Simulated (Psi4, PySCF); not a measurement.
C$_{2}$H$_{8}$Si, charge -1, doublet, geometry from GFN2-xTB (a state made from the parent by changing its charge; the spin is typed, not shown lowest) (in this run its highest filled SCF level lies above zero, so its values depend strongly on the basis, on diffuse functions most of all), atoms displaced at random by about 0.03 Å a coordinate. Base run: PBE0/6-31G, gradient (PySCF).

The PySCF input:
```python
from pyscf import gto, scf, dft

mol = gto.Mole()
mol.atom = '''
    Si   -0.00045122   -0.42776657   -0.40094067
    C     1.58270986    0.65530940    0.02182624
    C    -1.60117283   -0.04565828    0.54236080
    H     0.49600444   -1.53708045    0.73308484
    H    -0.30461039    0.42789256   -1.66230619
    H     1.28426481    1.81811474   -0.19027315
    H     2.39319152    0.47158608   -0.62682899
    H     1.81734936    0.68690270    1.02235314
    H    -2.39513214   -0.67101987    0.26424804
    H    -1.93648718    1.01680365    0.38902266
    H    -1.47319873   -0.08223050    1.69674559
'''
mol.basis = '6-31g'
mol.charge = -1
mol.spin = 1
mol.verbose = 4
mol.build()

mf = dft.UKS(mol)
mf.xc = 'pbe0'
mf.kernel()
g = mf.nuc_grad_method()
grad = g.kernel()
```

Programs used: Psi4, PySCF; a row that names a program was run with it.

The coordinate followed is y of atom 6.

Each row names what was changed in the base input (with any setting that the change needs).

| change | dE/dx (Eh/bohr) | net force (Eh/bohr) |
|---|---|---|
| base | 0.045734 | 0.000008 |
| code = psi4 | 0.045735 | 0.000038 |
| conv_tol = 1e-6 | 0.045731 | 0.000008 |
| density fitting = on | 0.045725 | 0.000008 |
| grids.level = 1; grid_response = on | 0.045690 | 0.000000 |
| grids.level = 5; grid_response = on | 0.045734 | 0.000000 |
| grids.level = 0; grid_response = off | 0.046498 | 0.003401 |
| finite difference step (bohr) = 0.2; conv_tol = 1e-11 | 0.042592 | - |
| finite difference step (bohr) = 0.05; conv_tol = 1e-11 | 0.045542 | - |
| density fitting = on; auxbasis_response = off | 0.045712 | 0.000583 |
| finite difference step (bohr) = 1e-4; conv_tol = 1e-11 | 0.045737 | - |
| finite difference step (bohr) = 0.01; conv_tol = 1e-11 | 0.045729 | - |

The net force is zero for an exact gradient.

Open shells are given as the SCF converged; they aren't shown to be the lowest states, and a large step between rows can be another state.
